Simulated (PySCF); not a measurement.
Simulated O 1s region for GeHMe2(OAc), `CC(=O)[O][GeH]([CH3])[CH3]`, binding energy against the vacuum level.

Every computed line was given a Gaussian of 0.8 eV full width at half maximum and an area set by the number of equivalent atoms; the highest printed point is 100. Computed with PySCF 2.14.0, delta-SCF UKS SCAN, pcX-2 on the ionised atom, pcseg-1 elsewhere, spin-free X2C.

binding energy (eV), intensity and a bar:
```
    536.0          0 
    536.1          1 
    536.2          1 
    536.3          3 #
    536.4          6 ##
    536.5         12 ####
    536.6         21 ######
    536.7         33 ##########
    536.8         49 ###############
    536.9         66 ####################
    537.0         82 #########################
    537.1         94 ############################
    537.2        100 ##############################
    537.3         99 ##############################
    537.4         95 #############################
    537.5         90 ###########################
    537.6         88 ##########################
    537.7         89 ###########################
    537.8         94 ############################
    537.9         98 ##############################
    538.0        100 ##############################
    538.1         96 #############################
    538.2         86 ##########################
    538.3         71 #####################
    538.4         54 ################
    538.5         37 ###########
    538.6         24 #######
    538.7         14 ####
    538.8          8 ##
    538.9          4 #
    539.0          2 
    539.1          1 
    539.2          0
```

How many maxima does the curve show, and how many computed lines lie under it?

The curve has 2 maxima (at 537.2 and 538.0 eV). Under it lie 2 lines from 2 inequivalent oxygen sites.

Decompose the envelope and assign each component. Bonds: Ge1–C3, Ge1–C7, Ge1–O11, O11–C12, C12–C13, C12–O14. Hydrogens: H2 on Ge1; H4, H5, H6 on C3; H8, H9, H10 on C7; H15, H16, H17 on C13.

```csv
position (eV),relative area,line,atoms,environment
537.19,1,O 1s,O14,oxygen bonded to C
538.04,1,O 1s,O11,oxygen bonded to C and Ge
```

Above which line width would these two lines show one maximum?

Two equal Gaussians merge once their distance is under 2σ = FWHM/1.177. With 0.85 eV between them that is a full width over 1.00 eV.

The listed O 1s values span 0.85 eV, from O14 (bonded to C) to O11 (bonded to C and Ge).

No satellites, vibrations or lifetime broadening are included. The structure is a single PBE0-D3(BJ)/def2-SVP conformer in the gas phase; no vibrational or solvent corrections.

On one thread of an Arm Neoverse V1 (shared host), this took 55 s and 0.73 GiB of memory at its peak.
